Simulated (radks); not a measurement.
Charge is removed step by step from the 1s level of F, starting from [He] 2s2 2p5. Calculated with a radial shooting solver on a logarithmic mesh with Libxc functionals: scalar-relativistic Kohn-Sham, PBE, spin-unpolarised, spherical densities, finite nucleus; Fermi nuclear charge, rms radius 2.8976 fm.

| removed (e) | E - E(0) (eV) | eigenvalue (eV) | E minus straight line (eV) |
|---|---|---|---|
| 0 | 0.000 | -663.37 | 0.000 |
| 0.1 | 66.774 | -672.15 | -4.036 |
| 0.2 | 134.43 | -681.01 | -7.191 |
| 0.3 | 202.97 | -689.92 | -9.457 |
| 0.4 | 272.41 | -698.90 | -10.828 |
| 0.5 | 342.75 | -707.93 | -11.299 |
| 0.6 | 413.99 | -717.01 | -10.865 |
| 0.7 | 486.15 | -726.13 | -9.521 |
| 0.8 | 559.22 | -735.27 | -7.263 |
| 0.9 | 633.20 | -744.44 | -4.090 |
| 1 | 708.10 | -753.61 | 0.000 |

Removing the whole electron costs 708.10 eV by Delta-SCF, against 663.37 eV from minus the eigenvalue at the starting occupation. Slater's transition state (half an electron removed) gives 707.93 eV. Integrating minus the eigenvalue over the occupation (Janak's theorem) gives 708.12 eV. In this scalar-relativistic scheme the density is built from large components alone, so the theorem holds only approximately. The mean slope of the eigenvalue, de/dn, is 90.2 eV per electron.
